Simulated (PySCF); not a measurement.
Species: C₄H₁₀BF₂NSi.
Structure used (PBE0-D3(BJ)/def2-SVP), in Å, numbered top down from 1:
```xyz
19
C4H10BF2NSi angstrom
F      2.7444    2.2864    1.2289
B      3.1900    1.2116    0.6011
F      4.5018    1.1184    0.4765
Si     1.9995   -0.2526   -0.1530
N      0.3331    0.0704    0.1679
C     -0.2142    1.2428    0.8449
C     -1.6701    0.8680    1.1033
C     -2.0053   -0.0187   -0.0903
C     -0.7265   -0.8325   -0.2658
H      2.4519   -1.5605    0.4348
H      2.2846   -0.3732   -1.6252
H     -0.1568    2.1499    0.2109
H      0.3252    1.4743    1.7773
H     -1.7488    0.2877    2.0375
H     -2.3240    1.7471    1.1981
H     -2.1803    0.6034   -0.9836
H     -2.8948   -0.6473    0.0602
H     -0.7601   -1.7507    0.3553
H     -0.5847   -1.1606   -1.3114
```

Computed with PySCF at CAM-B3LYP/def2-SVPD, non-relativistic, on one gas-phase PBE0-D3(BJ)/def2-SVP geometry that isn't relaxed in the solvent. The solvent is an IEF-PCM continuum (cavity from Bondi-type radii × 1.2), and excitations are vertical TDDFT with non-equilibrium linear response and a frozen core. The model holds no explicit solvent molecules, cavitation or dispersion.

Gas-phase singlets (H = HOMO, L = LUMO):

| state | E (eV) | λ (nm) | f | leading configurations |
| --- | --- | --- | --- | --- |
| S1 | 4.878 | 254 | 0.016 | H→L 99% |
| S2 | 5.553 | 223 | 0.008 | H→L+1 65%, H→L+2 23% |
| S3 | 6.229 | 199 | 0.006 | H→L+2 27%, H→L+3 24% |
| S4 | 6.647 | 187 | 0.038 | H-1→L 78%, H→L+3 13% |
| S5 | 6.695 | 185 | 0.005 | H→L+3 38%, H→L+2 29% |

**Question.** How does the list change in acetonitrile (ε = 35.69)?

**Answer.** 
```tsv
state	E (eV)	λ (nm)	f	leading configurations	change by rank (eV)
S1	4.771	260	0.019	H→L 99%	-0.107
S2	5.513	225	0.008	H→L+2 53%, H→L+1 39%	-0.040
S3	6.129	202	0.011	H→L+1 37%, H→L+2 22%	-0.100
S4	6.651	186	0.062	H-1→L 82%	+0.004
S5	6.666	186	0.001	H→L+4 37%, H→L+5 24%	-0.029
```

**Question.** The ground-state energy changes by -0.092 eV from gas to acetonitrile. By how much does the total energy of gas-phase S1 change?

**Answer.** E(S1) = E(S0) + excitation energy, so it changes by -0.092 − 0.107 = -0.199 eV: it is lowered more than the ground state, which is what a red shift means. This is the vertical state, with the slow part of the continuum still set for S0.

**Question.** How do the frontier levels move from gas to acetonitrile?

**Answer.** 
```csv
orbital,gas (eV),solvent (eV),change (eV)
LUMO+2,1.33,1.41,+0.08
LUMO+1,0.95,1.03,+0.08
LUMO,0.18,0.26,+0.08
HOMO,-7.63,-7.44,+0.19
HOMO-1,-10.21,-10.15,+0.06
HOMO-2,-10.78,-10.47,+0.31
HOMO-3,-11.04,-10.87,+0.17
```

The HOMO–LUMO gap goes from 7.80 to 7.70 eV. Rows go by rank; for HOMO-3 and HOMO-2 the atom shares or the degeneracy differ between the runs, so the row needn't follow one orbital.
